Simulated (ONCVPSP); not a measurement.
**u(r) = r·R(r): atom against pseudo-atom (Mn (Z = 25))**

Columns: radius, all-electron u(r) and pseudo u(r) of the 3d shell (level -3.37 eV) of manganese in the configuration [Ne] 3s2 3p6 3d6 4s1; PBE, scalar-relativistic, ONCV scheme, ONCVPSP 4.0.1.

```csv
r (bohr),all-electron,pseudo
0.075,0.0279,0.0034
0.150,0.1320,0.0259
0.225,0.2788,0.0820
0.300,0.4296,0.1774
0.375,0.5622,0.3080
0.450,0.6681,0.4602
0.525,0.7462,0.6150
0.600,0.7987,0.7533
0.675,0.8286,0.8596
0.750,0.8407,0.9257
0.825,0.8391,0.9504
0.900,0.8275,0.9390
0.975,0.8090,0.9014
1.050,0.7857,0.8497
1.125,0.7595,0.7956
1.200,0.7316,0.7470
1.275,0.7029,0.7072
1.350,0.6740,0.6745
1.425,0.6455,0.6455
1.500,0.6177,0.6176
1.575,0.5907,0.5906
1.650,0.5646,0.5646
1.725,0.5397,0.5396
1.800,0.5158,0.5157
1.875,0.4930,0.4929
1.950,0.4712,0.4712
```

Task: How many radial nodes do the two functions have?

Result: The all-electron 3d function has n − l − 1 = 0; the pseudo-wave has 0.

Task: At about which radius was the pseudo-wave matched?

Result: 1.45 bohr. The columns agree to 0.0005 from 1.35 bohr on; several derivatives are matched, so the curves merge somewhat inside the radius.

Task: Is the pseudo-wave norm-conserving?

Result: Yes: the ONCV scheme keeps the norm inside the radius equal to the all-electron one, which fixes the energy derivative of the logarithmic derivative at the level.
